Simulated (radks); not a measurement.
Results of a calculation; reference values are marked as such.
Numerical settings for neutral platinum, [Xe] 4f14 5d9 6s1. Level of theory: non-relativistic Kohn-Sham, TPSS, spin-unpolarised, spherical densities, point nucleus; meta-GGA in the generalised Kohn-Sham scheme; relativity is left out, which matters for an element this heavy (a radial shooting solver on a logarithmic mesh with Libxc functionals). The defaults (mesh step 0.008 in ln r, mesh end at 40 bohr or more with all orbitals vanishing there, Anderson mixing 0.5 over 9 steps, residual threshold near 1e-9 with the energy settled to 1e-9 hartree or 1e-11 of itself, here a cap of 92 iterations) give E = -17334.527 hartree and 6s at -3.898 eV in 12 iterations. Run on one thread of a shared host, so times are rough (Arm Neoverse V2): 0.12 s of CPU time, 0.12 s wall, 12 iterations on 2728 mesh points. Changes against that run (0 stands for a change within the tolerance of the run):

setting                     iterations         converged  E (mhartree)  e(6s) (meV)  CPU (s)
mesh step in ln r 0.003             12               yes             0            0     0.31
mesh step in ln r 0.03              12               yes       +0.0237            0     0.04
mesh step in ln r 0.08               3                no      diverged            -     0.02
mesh end (bohr) 12                  12               yes       +0.0648        +6.97     0.11
mesh end (bohr) 3                   12  level above zero      +1.9e+03    +2.99e+04     0.09
residual threshold 0.01              9               yes             0        +1.68      0.1
residual threshold 1e-13            92                no             0      -0.0227     0.47
mixing 2.5                          14               yes             0      -0.0188     0.14
linear mixing, mixing 0.8           92                no     +2.76e+05    -2.19e+04        2
linear mixing, mixing 0.05          92                no       +0.0146        -31.8     0.71
mixing history 20                   12               yes             0            0     0.12
iteration cap 3                      3                no         +35.5         -363     0.04

Settled on a wrong energy, with an occupied level pushed above zero by the early mesh end: mesh end (bohr) 3 (+1.9 hartree). Apart from these: no run marked as converged misses the energy by more than 1 mhartree. A mesh that ends early acts as a hard wall.
